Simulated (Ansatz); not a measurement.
A made-up structure of Si2H3OF, singlet:

O1  (-1.592, 1.220, -1.493)
Si2  (-0.436, 1.188, -0.504)
Si3  (0.294, -0.886, 0.350)
F4  (1.524, -0.651, 1.351)
H5  (1.165, -1.995, 0.521)
H6  (0.746, -1.751, -0.767)
H7  (-0.812, -1.534, 1.095)
(Å)

It is relaxed with PBE-D4/def2-SVP and then PBE0-D4/def2-TZVP (Ansatz 0.2.0). Atoms count as bonded within 1.22 times the sum of their covalent radii (H–H: 0.88 Å). The end point is not checked to be a true minimum.

(1) Does its bonding change? (A judgement: the text doesn't fix the answer.)

Answers

(1) The calculation gives: Yes. Formed: none; broken: Si2–Si3.

Where it ends: The first stage lowers the energy by 4.25 eV in 19 steps. It ends as a complex of SiH₃F ([F][SiH3]) + SiO:
O1  (-1.172, 0.750, -0.966)
Si2  (-0.430, 1.957, -0.433)
Si3  (0.460, -1.461, 0.362)
F4  (1.068, -0.018, 0.785)
H5  (1.319, -2.452, 1.056)
H6  (0.574, -1.623, -1.101)
H7  (-0.930, -1.561, 0.850)
(Å)

Labels in which every atom is bracketed show which atoms are joined, not bond orders.

For scale, one of the runs: PBE0-D4/def2-TZVP relaxation, 154 basis functions, launched by `ansatz run in.yaml --threads 2 --pin off --events-out ev --progress --plain --max-ram 4352MiB`. The run took about 28 s on 2 CPU threads of an Arm Neoverse V1 (shared host).
